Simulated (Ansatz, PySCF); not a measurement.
Gas-phase reaction (SMILES): CC[Si](Cl)(Cl)Cl + 5 [H][H] (H2) → 2 C (CH4) + 3 Cl (HCl) + [SiH4] (SiH4); energy of full hydrogenation.

Each molecule is optimised on its own at B3LYP-D3(BJ)/def2-TZVP (Ansatz, a program for electronic structure), one conformer each, not searched for the lowest. Valence correlation only, unless marked. Spin-orbit coupling is left out. Non-relativistic. CBS(X,Y): correlation extrapolated as X^-3; Hartree-Fock from the larger set. Thermal terms are rigid-rotor harmonic-oscillator values from B3LYP-D3(BJ) frequencies (Ansatz or PySCF) at 298.15 K and 1 atm. 1 Eh = 627.5095 kcal/mol.

```tsv
species	E, CCSD(T)/CBS(cc-pV(T+d)Z,cc-pV(Q+d)Z) (Ansatz) (Eh)	E, wB97M-V/def2-TZVPD (Ansatz) (Eh)	H - E (Eh)
CC[Si](Cl)(Cl)Cl	-1747.69446	-1749.45088	0.08079
[H][H] (H2)	-1.17450	-1.16077	0.01336
C (CH4)	-40.45816	-40.49098	0.04840
Cl (HCl)	-460.37849	-460.79070	0.01000
[SiH4] (SiH4)	-291.45815	-291.84546	0.03520
```

Work out ΔE and ΔH at 298.15 K at the first level, then ΔH at the second.


1. ΔE = [2×(-40.45816) + 3×(-460.37849) + (-291.45815)] - [(-1747.69446) + 5×(-1.17450)] = 0.05702 Eh = 35.8 kcal/mol at CCSD(T)/CBS(cc-pV(T+d)Z,cc-pV(Q+d)Z).
2. The terms H - E add up to 0.01441 Eh, so ΔH = (0.05702 + (0.01441))×627.5095 = 44.8 kcal/mol.
3. At wB97M-V/def2-TZVPD the same steps give ΔE = 34.6 and ΔH = 43.7 kcal/mol, a shift of -1.1 from the first level.
4. These values are not checked against measurement here, since the tables used lack a sound gas-phase enthalpy of formation for at least one species.
